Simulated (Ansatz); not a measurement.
CH5AlO2S (`C[O][Al]([OH])[SH]`), 10 atoms. Total charge 0; spin multiplicity 1. All runs use 4 threads of an Arm Neoverse V1 on a shared host. Correlated methods freeze the cores.

**Question.** Give the basis size and wall time and peak host memory of each of these runs in Ansatz. RKS PBE0-D4/def2-TZVP relaxation (11 steps); RKS ωB97X-V/def2-TZVPP energy; RKS SPW92 (LDA)/def2-TZVPP energy; RHF-CCSD(T)/def2-SVP energy; RKS PBE0-D4/def2-QZVPP energy; RHF-CCSD(T)/def2-TZVPP energy; RKS ωB97M-V/def2-QZVPP energy; RKS ωB97M-V/def2-SVP energy; RHF-MP2/def2-QZVPP energy; RKS PBE0-D4/def2-TZVP frequencies; direct RPA on PBE orbitals/def2-TZVPP energy; RKS r2SCANh-D4/def2-TZVPP energy. (Best estimate.)

**Answer.** Ansatz gave: Other jobs shared the machine, so times are rough.

| level | job | functions | wall time | peak host memory (GiB) |
| --- | --- | --- | --- | --- |
| RKS SPW92 (LDA)/def2-TZVPP | energy | 247 | 1.2 s | 0.31 |
| RHF-CCSD(T)/def2-SVP | energy | 103 | 3.8 s | 0.45 |
| RKS r2SCANh-D4/def2-TZVPP | energy | 247 | 4.6 s | 0.63 |
| RKS ωB97M-V/def2-SVP | energy | 103 | 4.9 s | 0.45 |
| direct RPA on PBE orbitals/def2-TZVPP | energy | 247 | 6.5 s | 0.59 |
| RKS ωB97X-V/def2-TZVPP | energy | 247 | 7.5 s | 0.74 |
| RKS PBE0-D4/def2-QZVPP | energy | 461 | 8.5 s | 1.6 |
| RKS ωB97M-V/def2-QZVPP | energy | 461 | 18 s | 1.9 |
| RHF-MP2/def2-QZVPP | energy | 461 | 19 s | 2.5 |
| RKS PBE0-D4/def2-TZVP | relaxation (11 steps) | 197 | 36 s | 0.49 |
| RHF-CCSD(T)/def2-TZVPP | energy | 247 | 2.2 min | 4.9 |
| RKS PBE0-D4/def2-TZVP | frequencies | 197 | 2.3 min | 0.49 |
